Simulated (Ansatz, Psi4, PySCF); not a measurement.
C$_{5}$H$_{12}$O$_{3}$Si, charge -1, doublet, at a GFN2-xTB geometry (a state made from the parent by changing its charge; the spin is typed, not shown lowest) (in this run its highest filled SCF level lies above zero, so its values depend strongly on the basis, on diffuse functions most of all). Base run: MP2/STO-3G (PySCF).

Here is a job for PySCF.
```python
from pyscf import gto, scf, mp

mol = gto.Mole()
mol.atom = '''
    C    -0.045040   -2.311907   -1.595405
    C     0.227907   -0.919314   -1.536251
    Si    0.040808    0.169029   -0.097329
    O     0.189269    1.791419   -0.452051
    C     1.440557    2.335956   -0.654429
    O     1.066004    0.072285    1.260488
    C     1.079299   -1.070361    2.038511
    O    -1.403140    0.027929    0.747649
    C    -2.588852   -0.291827    0.115914
    H    -0.579211   -2.795116   -0.788602
    H    -0.048781   -2.830753   -2.544734
    H     0.704225   -0.512145   -2.426724
    H     1.351382    3.428451   -0.680971
    H     2.129642    2.049507    0.145122
    H     1.867430    1.994816   -1.606176
    H     1.381742   -1.943444    1.446471
    H     0.085902   -1.276204    2.453192
    H     1.790997   -0.929925    2.861046
    H    -3.034491    0.589185   -0.364522
    H    -3.292229   -0.677565    0.864037
    H    -2.428201   -1.051567   -0.654267
'''
mol.basis = 'sto-3g'
mol.charge = -1
mol.spin = 1
mol.verbose = 4
mol.build()

mf = scf.UHF(mol)
mf.kernel()

pt = mp.MP2(mf)
pt.kernel()
print('E(MP2) = %.10f' % pt.e_tot)
```

The same geometry, method and basis name were run in Ansatz (a first-principles code) and Psi4 and PySCF, at each program's defaults and at the settings that a row names. The base is PySCF at its defaults. Differences at the defaults can come from grids, fitting, cores and function types together.

| code and settings | ΔE vs base (µEh) | basis functions | E (Eh) | SCF cycles |
|---|---|---|---|---|
| PySCF, defaults (exact integrals, spherical functions, all electrons correlated) | 0.0 | 61 | -701.35097 | 13 |
| Psi4, defaults (density fitting with its default set, spherical functions, all electrons correlated) | -961 | 61 | -701.35193 | 15 |
| Ansatz, defaults (factorised integrals, spherical functions, frozen core) | 6222 | 61 | -701.34475 | - |
| PySCF, frozen core | 6182 | 61 | -701.34479 | 13 |
| Psi4, exact integrals, spherical functions, frozen core | 6182 | 61 | -701.34479 | 15 |
| Ansatz, high accuracy, frozen core | 6182 | 61 | -701.34479 | - |

Open shells are given as the SCF converged; they aren't shown to be the lowest states, and a large step between rows can be another state.
